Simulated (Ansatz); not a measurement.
A nudged elastic band was laid between two geometries of ClH3O2Sn + FH (9 atoms, charge 0, multiplicity 1).

Method: RKS PBE0/def2-SVP (Ansatz 0.2.0).

```
movable images  : 3
climbing image  : no
spring          : 5.0 eV/Å²
optimiser       : quadratic models (default)
start path      : through a guess of the saddle point
force threshold : 0.05 eV/Å
iteration limit : 60
end points      : relaxed
```

Initial state:

```xyz
9
Properties=species:S:1:pos:R:3
Sn -0.038 0.035 -0.029
Cl -0.113 -0.138 2.362
O 1.807 -0.263 -0.635
H 1.889 -1.185 -0.912
H -0.851 1.386 -0.636
O -0.975 -1.623 -0.564
H -1.154 -2.200 0.188
F 1.225 2.103 1.094
H 1.080 1.667 1.910
```

Final state:

```xyz
9
Properties=species:S:1:pos:R:3
Sn 0.337 0.228 -0.450
Cl -0.999 0.422 2.846
O 1.701 -0.187 -1.788
H 2.168 -1.006 -1.579
H -0.687 1.460 -0.993
O -0.352 -1.486 0.200
H -0.772 -1.362 1.066
F 1.297 0.952 1.123
H 0.176 0.763 2.354
```

Q: What changes between the two ends?

A: Bonds broken: Sn1–Cl2, F8–H9. Bonds formed: Sn1–F8, Cl2–H9. ClH3O2Sn + FH becomes ClH + FH3O2Sn.

Q: Give the energies along the band, and the barrier.

A: The run converged. The highest image is number 3 of 0 to 4, 0.44 eV above the first end and 0.15 eV above the last; the last end lies 0.29 eV above the first. No image climbed, so the highest image needn't sit at the top of the path. So few images can step over the top or miss a turn of the path. The orbitals stay closed-shell, which can raise the energy where a bond breaks towards radicals; this wasn't checked here.

| image | path coordinate (Å) | energy (eV) | Sn1–Cl2 (Å) | F8–H9 (Å) | Sn1–F8 (Å) |
| --- | --- | --- | --- | --- | --- |
| 0 | 0.00 | 0.00 | 2.40 | 0.94 | 2.67 |
| 1 | 0.97 | 0.14 | 2.44 | 0.94 | 2.55 |
| 2 | 1.94 | 0.34 | 2.53 | 0.97 | 2.38 |
| 3 | 2.91 | 0.44 | 3.03 | 1.44 | 2.02 |
| 4 | 3.88 | 0.29 | 3.56 | 1.68 | 1.98 |

Q: What is the geometry of the highest image?

A: 
```xyz
9
Properties=species:S:1:pos:R:3
Sn 0.265 0.215 -0.242
Cl -0.932 0.680 2.497
O 1.674 -0.063 -1.568
H 2.024 -0.956 -1.457
H -0.805 1.449 -0.678
O -0.268 -1.652 0.050
H -0.916 -1.783 0.753
F 1.449 0.936 1.228
H 0.376 0.957 2.194
```

The run took 3.4 min on 2 threads of Intel(R) Xeon(R) Platinum 8488C (Sapphire Rapids) (shared host), peak memory 0.28 GiB.
